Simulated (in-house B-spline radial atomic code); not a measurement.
F⁵⁺. Computed with a B-spline radial atomic code. Model: all-electron spherical atom, spin shells full or empty, radial basis limit, no spin-orbit coupling, Breit or QED, empty-state partial waves extrapolated as (l+1/2)^-4, RPA, G0W0 and static COHSEX of the highest shell as one setting changes (uncorrelated shells keep exact exchange).

Empty levels are discrete states of a finite basis, so the steps are uneven.

Given: element F; charge 5; filled core He; hamiltonian non-relativistic; mean-field start PBE; highest l of empty states 9; lowest nl shells left uncorrelated 0; highest mean-field shell 2s; box radius 10.43 bohr.

Shell: 2s 1 1 (electrons up and down).

| highest empty level kept (hartree) | RPA correlation energy (hartree) | G0W0 level (eV) | G0W0 minus most complete (meV) | COHSEX level (eV) | linearised minus solved G0W0 (meV) |
| --- | --- | --- | --- | --- | --- |
| 12 | -0.19988 | -156.83 | 263.1 | -160.84 | 233 |
| 24 | ? | ? | ? | ? | ? |
| 42 | -0.2304 | -156.97 | 124.5 | -161.52 | 236.5 |
| 72 | -0.24667 | -157.01 | 87.4 | -161.65 | 237.6 |
| 120 | -0.26291 | -157.04 | 55.9 | -161.74 | 238.6 |
| 216 | -0.27747 | -157.06 | 30.3 | -161.81 | 239.5 |
| 360 | -0.28544 | -157.08 | 15.2 | -161.86 | 239.9 |
| 720 | -0.28975 | -157.09 | 7.1 | -161.88 | 240.2 |
| 1440 | -0.29231 | -157.09 | 2.2 | -161.89 | 240.4 |
| 3000 | -0.29309 | -157.09 | 0.7 | -161.9 | 240.4 |
| 7200 | ? | ? | ? | ? | ? |
| 24000 | -0.2934 | -157.09 | 0 | -161.9 | 240.4 |

Q: What follows for highest empty level kept = 24?

A: RPA correlation energy -0.2131 hartree; G0W0 level -156.92 eV; G0W0 minus most complete 173 meV; COHSEX level -161.27 eV; linearised minus solved G0W0 235.2 meV.

Q: What follows for highest empty level kept = 7200?

A: RPA correlation energy -0.29335 hartree; G0W0 level -157.09 eV; G0W0 minus most complete 0.1 meV; COHSEX level -161.9 eV; linearised minus solved G0W0 240.4 meV.
